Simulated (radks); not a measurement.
Values are calculated unless marked as measured or tabulated.
Task: Ir, 77 electrons, occupied as [Xe] 4f14 5d7 6s2. Level of theory: Dirac Kohn-Sham, Slater X-alpha with alpha = 0.619, spin-unpolarised, spherical densities, point nucleus; open shells fill j = l - 1/2 first (a radial shooting solver on a logarithmic mesh with Libxc functionals). Some entries of the table are withheld. Estimate them.

| orbital | occ. | eigenvalue (eV) | r(max) (bohr) | <r^2> (bohr^2) |
|---|---|---|---|---|
| 1s1/2 | 2 | -75898.69 | 0.01083 | 0.0004201 |
| 2s1/2 | 2 | -13258.08 | 0.06256 | 0.006371 |
| 2p1/2 | 2 | -12700.12 | 0.04623 | (1) |
| 2p3/2 | 4 | -11076.98 | 0.05340 | (2) |
| 3s1/2 | 2 | -3096.102 | 0.1762 | 0.04151 |
| 3p1/2 | 2 | -2846.323 | 0.1646 | 0.03794 |
| 3p3/2 | 4 | -2491.272 | 0.1792 | 0.04444 |
| 3d3/2 | 4 | (3) | 0.1398 | 0.03422 |
| 3d5/2 | 6 | (4) | 0.1438 | 0.03600 |
| 4s1/2 | 2 | -656.8594 | 0.3981 | 0.2031 |
| 4p1/2 | 2 | -551.7335 | 0.3969 | 0.2081 |
| 4p3/2 | 4 | -467.5544 | 0.4275 | 0.2423 |
| 4d3/2 | 4 | -295.1883 | 0.4217 | 0.2592 |
| 4d5/2 | 6 | -279.5914 | 0.4313 | 0.2717 |
| 5s1/2 | 2 | -95.4062 | 0.8924 | 1.079 |
| 5p1/2 | 2 | -62.3668 | 0.9479 | (5) |
| 4f5/2 | 6 | -60.3733 | 0.3928 | 0.3499 |
| 4f7/2 | 8 | -57.2826 | 0.3976 | 0.3605 |
| 5p3/2 | 4 | -48.7504 | 1.030 | (6) |
| 5d3/2 | 4 | (7) | 1.289 | 3.554 |
| 6s1/2 | 2 | -5.1926 | 2.427 | 10.20 |
| 5d5/2 | 3 | (8) | 1.333 | 3.969 |

Result: 
(1) 2p1/2 <r^2> (bohr^2): 0.004525
(2) 2p3/2 <r^2> (bohr^2): 0.005719
(3) 3d3/2 eigenvalue (eV): -2073.589
(4) 3d5/2 eigenvalue (eV): -1996.878
(5) 5p1/2 <r^2> (bohr^2): 1.290
(6) 5p3/2 <r^2> (bohr^2): 1.551
(7) 5d3/2 eigenvalue (eV): -6.1455
(8) 5d5/2 eigenvalue (eV): -4.9604
